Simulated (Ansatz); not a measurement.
Cost and result for the atomization energy of `FCC(F)(F)C(F)(F)C(F)(F)F` (14 atoms, 13 bonds).

```xyz
14

F    -2.760   -0.614    1.131
C    -1.633   -1.001    0.465
C    -0.685    0.185    0.391
F    -1.281    1.211   -0.244
F    -0.363    0.595    1.632
C     0.615   -0.180   -0.366
F     1.196   -1.214    0.266
F     0.284   -0.570   -1.608
C     1.678    0.942   -0.497
F     2.713    0.465   -1.179
F     1.186    1.986   -1.147
F     2.101    1.333    0.696
H    -1.153   -1.819    1.006
H    -1.899   -1.319   -0.545
```

Total charge 0; spin multiplicity 1. Geometry: relaxed with PBE0-D4/def2-TZVP. It is one conformer, not always the lowest. Program: Ansatz. All runs use 4 threads of an AMD EPYC 7R13 on a shared host and a share of an NVIDIA H100 80 GB. Times are those of one run each, without the atoms' runs, and a repeat can differ threefold. Electronic energies, without spin–orbit coupling; frozen cores. CCSD(T)/CBS adds CCSD(T) − MP2 in def2-TZVPP to the MP2 limit, and its time is that of the two runs behind it. T1 = 0.012. B3LYP takes the VWN-RPA correlation (the form of Gaussian; ORCA's B3LYP/G).

CCSD(T)/CBS is a level of theory with its own doubt, some kJ/mol a heavy atom from the limit and from the frozen cores, so smaller differences don't rank the functionals.

```json
{"level": "LDA (SPW92)/def2-TZVPP", "functions": "400", "wall time": "1.8 s", "atomization (kJ/mol)": "7145.0", "difference from CCSD(T)/CBS": "1343.9", "per bond": "103.4"}
{"level": "BLYP-D4/def2-TZVPP", "functions": "400", "wall time": "2 s", "atomization (kJ/mol)": "5834.4", "difference from CCSD(T)/CBS": "33.3", "per bond": "2.6"}
{"level": "revPBE-D4/def2-TZVPP", "functions": "400", "wall time": "2.2 s", "atomization (kJ/mol)": "5852.4", "difference from CCSD(T)/CBS": "51.3", "per bond": "3.9"}
{"level": "BHLYP-D4/def2-TZVPP", "functions": "400", "wall time": "2.2 s", "atomization (kJ/mol)": "5434.5", "difference from CCSD(T)/CBS": "-366.6", "per bond": "-28.2"}
{"level": "CAM-B3LYP-D4/def2-TZVPP", "functions": "400", "wall time": "2.3 s", "atomization (kJ/mol)": "5854.6", "difference from CCSD(T)/CBS": "53.5", "per bond": "4.1"}
{"level": "PBE0-D4/def2-TZVPP", "functions": "400", "wall time": "2.5 s", "atomization (kJ/mol)": "5861.2", "difference from CCSD(T)/CBS": "60.1", "per bond": "4.6"}
{"level": "PBE-D4/def2-TZVPP (with forces)", "functions": "400", "wall time": "2.7 s", "atomization (kJ/mol)": "6110.3", "difference from CCSD(T)/CBS": "309.2", "per bond": "23.8"}
{"level": "B3LYP-D4/def2-TZVPP (with forces)", "functions": "400", "wall time": "2.8 s", "atomization (kJ/mol)": "5755.5", "difference from CCSD(T)/CBS": "-45.6", "per bond": "-3.5"}
{"level": "ωB97X-V/def2-TZVPP", "functions": "400", "wall time": "2.9 s", "atomization (kJ/mol)": "5845.7", "difference from CCSD(T)/CBS": "44.6", "per bond": "3.4"}
{"level": "CCSD(T)/def2-SVP", "functions": "178", "wall time": "4.3 s", "atomization (kJ/mol)": "5543.5", "difference from CCSD(T)/CBS": "-257.6", "per bond": "-19.8"}
{"level": "MP2/def2-QZVPP", "functions": "744", "wall time": "6 s", "atomization (kJ/mol)": "6016.8", "difference from CCSD(T)/CBS": "215.7", "per bond": "16.6"}
{"level": "CCSD(T)/def2-TZVPP", "functions": "400", "wall time": "43 s", "atomization (kJ/mol)": "5635.1", "difference from CCSD(T)/CBS": "-166.0", "per bond": "-12.8"}
{"level": "CCSD(T)/CBS(def2)", "functions": "–", "wall time": "49 s", "atomization (kJ/mol)": "5801.1", "difference from CCSD(T)/CBS": "0.0", "per bond": "0.0"}
```

In def2-TZVPP, CCSD(T) changes the Hartree–Fock value by +1719.4 kJ/mol (the triples alone add +135.2 kJ/mol) and MP2 by +2003.5 kJ/mol; breaking electron pairs costs correlation energy, which Hartree–Fock lacks. At CCSD(T), def2-SVP lies −257.6 kJ/mol from the extrapolated value and def2-TZVPP −165.9 kJ/mol: correlation converges slowly with the basis, and small sets miss more of it in the bonded molecule than in its fragments. From r2SCAN to r2SCAN0 (25 % exact exchange), in def2-TZVPP and without D4, the atomization energy moves by −205.8 kJ/mol: exact exchange takes away binding that semilocal exchange gives to molecules.
